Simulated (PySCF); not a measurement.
Spectra and structures to be paired. The calculation used TDDFT CAM-B3LYP/def2-SVPD, vertical, gas phase, core orbitals frozen in the response in PySCF. Geometries: GFN2-xTB; one conformer of each isolated species. Triplets are in the Tamm–Dancoff approximation.

A. `N#C[C@@H]1C[C@H]1[SiH2]O`
B. `C=C1[SiH2][C@H]1C(N)=O`
C. `C/C=C(\C#N)O[SiH3]`
D. `F[C@@H]1CS[C@@](F)([SiH3])C1`
E. `CN[Si@@H]1C=CC1=O`

Lowest singlet levels (six at most, fewer where fewer were computed) with oscillator strengths:

1. 232 nm (f 0.001); 191 nm (f 0.020); 184 nm (f 0.020); 172 nm (f 0.026); 168 nm (f 0.021); 166 nm (f 0.005); T1 4.88 eV
2. 385 nm (f 0.001); 246 nm (f 0.004); 232 nm (f 0.003); 203 nm (f 0.033); 200 nm (f 0.075); 192 nm (f 0.065); T1 2.71 eV
3. 172 nm (f 0.004); 169 nm (f 0.003); 164 nm (f 0.085); 159 nm (f 0.023); 156 nm (f 0.008); 152 nm (f 0.015); T1 6.21 eV
4. 211 nm (f 0.281); 198 nm (f 0.001); 188 nm (f 0.003); 175 nm (f 0.000); 170 nm (f 0.001); 164 nm (f 0.001); T1 3.53 eV
5. 247 nm (f 0.002); 231 nm (f 0.020); 206 nm (f 0.012); 196 nm (f 0.193); 192 nm (f 0.113); 188 nm (f 0.033); T1 4.10 eV

Question: Which spectrum belongs to which structure?

Answer: 1 = D, 2 = E, 3 = A, 4 = C, 5 = B.
- A: S1 at 7.23 eV, HOMO→LUMO (28%), HOMO→LUMO+8 (24%), HOMO→LUMO+2 (15%); Löwdin shares by element: HOMO carbon 48% or more, nitrogen 25% (atoms not listed hold the other 27%); LUMO oxygen 32%, silicon 23%, hydrogen 21% or more (atoms not listed hold the other 24%); HOMO -9.67 and LUMO 0.41 eV.
- B: S1 at 5.01 eV, HOMO→LUMO (69%), HOMO-1→LUMO (18%); Löwdin shares by element: HOMO oxygen 44%, carbon 24% or more, silicon 11% (atoms not listed hold the other 21%); LUMO carbon 65% or more, silicon 10% (atoms not listed hold the other 26%); HOMO -8.42 and LUMO 0.10 eV.
- C: S1 at 5.89 eV, HOMO→LUMO (96%); Löwdin shares by element: HOMO carbon 50% or more, oxygen 19%, nitrogen 8% (atoms not listed hold the other 22%); LUMO carbon 63% or more, nitrogen 18% (atoms not listed hold the other 20%); HOMO -8.67 and LUMO -0.06 eV.
- D: S1 at 5.34 eV, HOMO→LUMO (73%), HOMO→LUMO+6 (8%); Löwdin shares by element: HOMO sulfur 65%, carbon 18% or more, silicon 5%; LUMO sulfur 37%, silicon 18%, carbon 8% or more, hydrogen 7% or more (atoms not listed hold the other 30%); HOMO -8.37 and LUMO 0.84 eV.
- E: S1 at 3.22 eV, HOMO→LUMO (91%); Löwdin shares by element: HOMO oxygen 46%, carbon 28% or more, silicon 12%; LUMO carbon 66% or more, oxygen 20%; HOMO -7.95 and LUMO -0.46 eV.
